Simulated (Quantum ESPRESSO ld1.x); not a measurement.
Input (ld1.x (Quantum ESPRESSO 7.5)):

```
 &input
    zed=53.0,
    iswitch=1,
    rel=1,
    lsd=1,
    dft='PZ',
    config='[Kr] 4d10 5s2 5p4',
    verbosity='high',
    prefix='ld1',
    max_out_wfc=37,
    file_charge='ld1.rho',
 /
```

Command: `OMP_NUM_THREADS=1 ld1.x < ld1.in > ld1.out`

Output:

```
     Program LD1 v.7.5 starts

     --------------------------- All-electron run ----------------------------

     scalar relativistic calculation

     atomic number is 53.00
     dft =PZ   lsd =1 sic =0 latt =0  beta=0.20 tr2=1.0E-14
     Exchange-correlation= PZ
                           (   1   1   0   0   0   0   0)
     mesh =2073 r(mesh) = 100.05380 a.u. xmin = -8.00 dx = 0.00800
     1 Ry =  13.60569312 eV, c = 137.03599908

     n l     nl                  e(Ry)          e(Ha)          e(eV)
     1 0     1S 1( 1.00)   -2422.371055666   -1211.185527833 -32958.0372134
     2 0     2S 1( 1.00)    -374.933831464    -187.466915732  -5101.2346523
     2 1     2P 1( 3.00)    -336.778913669    -168.389456834  -4582.1105497
     3 0     3S 1( 1.00)     -76.200391346     -38.100195673  -1036.7591405
     3 1     3P 1( 3.00)     -63.834958643     -31.917479322   -868.5188578
     4 0     4S 1( 1.00)     -13.946562149      -6.973281074   -189.7526447
     4 1     4P 1( 3.00)     -10.064193573      -5.032096786   -136.9303293
     3 2     3D 1( 5.00)     -45.262206487     -22.631103244   -615.8236915
     4 2     4D 1( 5.00)      -4.405507874      -2.202753937    -59.9399882
     5 0     5S 1( 1.00)      -1.984990240      -0.992495120    -27.0071681
     5 1     5P 1( 3.00)      -1.177883183      -0.588941592    -16.0259171
     1 0     1S 2( 1.00)   -2422.365488923   -1211.182744462 -32957.9614740
     2 0     2S 2( 1.00)    -374.930774889    -187.465387445  -5101.1930655
     2 1     2P 2( 3.00)    -336.774410292    -168.387205146  -4582.0492781
     3 0     3S 2( 1.00)     -76.195406380     -38.097703190  -1036.6913166
     3 1     3P 2( 3.00)     -63.829527967     -31.914763984   -868.4449697
     4 0     4S 2( 1.00)     -13.935818204      -6.967909102   -189.6064659
     4 1     4P 2( 3.00)     -10.052278377      -5.026139189   -136.7682148
     3 2     3D 2( 5.00)     -45.257097047     -22.628548524   -615.7541741
     4 2     4D 2( 5.00)      -4.386790560      -2.193395280    -59.6853261
     5 0     5S 2( 1.00)      -1.901399555      -0.950699777    -25.8698588
     5 1     5P 2( 1.00)      -1.094600073      -0.547300036    -14.8927927

     final scf error:  5.0E-15 reached in  34 iterations

     Etot =  -14220.435564 Ry,   -7110.217782 Ha, -193478.882359 eV
     Total magnetization:    2.00 Bohr mag.

     Ekin =   14923.210358 Ry,    7461.605179 Ha,  203040.620538 eV
     Encl =  -34384.496662 Ry,  -17192.248331 Ha, -467824.909772 eV
     Eh   =    5590.663921 Ry,    2795.331960 Ha,   76064.857659 eV
     Exc  =    -349.813180 Ry,    -174.906590 Ha,   -4759.450784 eV

     normalization and overlap integrals

     s(1S/1S) =  1.000000  <r> =   0.0272  <r2> =    0.0010  r(max) =   0.0176
     s(1S/2S) = -0.015013
     s(1S/3S) = -0.006338
     s(1S/4S) = -0.002915
     s(1S/5S) = -0.001090
     s(2S/2S) =  1.000000  <r> =   0.1173  <r2> =    0.0162  r(max) =   0.0988
     s(2S/3S) = -0.003909
     s(2S/4S) = -0.001728
     s(2S/5S) = -0.000642
     s(2P/2P) =  1.000000  <r> =   0.1025  <r2> =    0.0128  r(max) =   0.0796
     s(2P/3P) = -0.003188
     s(2P/4P) = -0.001320
     s(2P/5P) = -0.000427
     s(3S/3S) =  1.000000  <r> =   0.3146  <r2> =    0.1131  r(max) =   0.2864
     s(3S/4S) = -0.001171
     s(3S/5S) = -0.000424
     s(3P/3P) =  1.000000  <r> =   0.3125  <r2> =    0.1133  r(max) =   0.2796
     s(3P/4P) = -0.000992
     s(3P/5P) = -0.000313
     s(4S/4S) =  1.000000  <r> =   0.7401  <r2> =    0.6192  r(max) =   0.6796
     s(4S/5S) = -0.000271
     s(4P/4P) =  1.000000  <r> =   0.7924  <r2> =    0.7161  r(max) =   0.7130
     s(4P/5P) = -0.000200
     s(3D/3D) =  1.000000  <r> =   0.2888  <r2> =    0.0987  r(max) =   0.2308
     s(3D/4D) = -0.000673
     s(4D/4D) =  1.000000  <r> =   0.9226  <r2> =    0.9977  r(max) =   0.7786
     s(5S/5S) =  1.000000  <r> =   1.9157  <r2> =    4.1400  r(max) =   1.6917
     s(5P/5P) =  1.000000  <r> =   2.3079  <r2> =    6.0612  r(max) =   1.9694
     s(1S/1S) =  1.000000  <r> =   0.0272  <r2> =    0.0010  r(max) =   0.0176
     s(1S/2S) = -0.015013
     s(1S/3S) = -0.006338
     s(1S/4S) = -0.002915
     s(1S/5S) = -0.001097
     s(2S/2S) =  1.000000  <r> =   0.1173  <r2> =    0.0162  r(max) =   0.0988
     s(2S/3S) = -0.003909
     s(2S/4S) = -0.001728
     s(2S/5S) = -0.000646
     s(2P/2P) =  1.000000  <r> =   0.1025  <r2> =    0.0128  r(max) =   0.0796
     s(2P/3P) = -0.003188
     s(2P/4P) = -0.001321
     s(2P/5P) = -0.000424
     s(3S/3S) =  1.000000  <r> =   0.3146  <r2> =    0.1131  r(max) =   0.2864
     s(3S/4S) = -0.001171
     s(3S/5S) = -0.000427
     s(3P/3P) =  1.000000  <r> =   0.3125  <r2> =    0.1132  r(max) =   0.2796
     s(3P/4P) = -0.000992
     s(3P/5P) = -0.000311
     s(4S/4S) =  1.000000  <r> =   0.7399  <r2> =    0.6189  r(max) =   0.6796
     s(4S/5S) = -0.000273
     s(4P/4P) =  1.000000  <r> =   0.7919  <r2> =    0.7150  r(max) =   0.7130
     s(4P/5P) = -0.000199
     s(3D/3D) =  1.000000  <r> =   0.2888  <r2> =    0.0987  r(max) =   0.2308
     s(3D/4D) = -0.000675
     s(4D/4D) =  1.000000  <r> =   0.9198  <r2> =    0.9905  r(max) =   0.7786
     s(5S/5S) =  1.000000  <r> =   1.9145  <r2> =    4.1432  r(max) =   1.6782
     s(5P/5P) =  1.000000  <r> =   2.3315  <r2> =    6.2107  r(max) =   1.9694

     ------------------------ End of All-electron run ------------------------
```

Run on one thread of a shared host, so times are rough (Intel(R) Xeon(R) Processor @ 2.60GHz): 0.61 s of CPU time, 1.5 s wall, 34 iterations on 2073 mesh points.
